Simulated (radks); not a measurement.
Task: Spherical jellium clusters: N electrons in a uniform positive sphere of charge N and radius rs N^(1/3), rs unknown. Calculated with a radial shooting solver with Libxc functionals: non-relativistic Kohn-Sham, PBEsol, spin-polarised, spherical densities. Levels are named by radial order and angular momentum (1s, 1p, 1d, 2s, ...), and open shells are averaged over m. Each electron was tried in the lowest free levels, single moves between levels near the top were tried too, and the lowest total energy was kept; such a search can miss a lower state. The series stops at N = 10: beyond it a trial failed or the search could not be trusted, so later rows were left out. IP is vertical, at fixed background; rs is in bohr. The values of IP (eV) for N = 2 to 10 are 3.989, 3.176, 3.498, 3.650, 3.229, 3.445, 3.563, 2.871, 3.020. Estimate rs.

Result: rs = 5.58 bohr. A metal sphere has IP near W + 1/(2R) hartree with R = rs N^(1/3), and both terms fall as rs grows; shell closures ride on that trend.
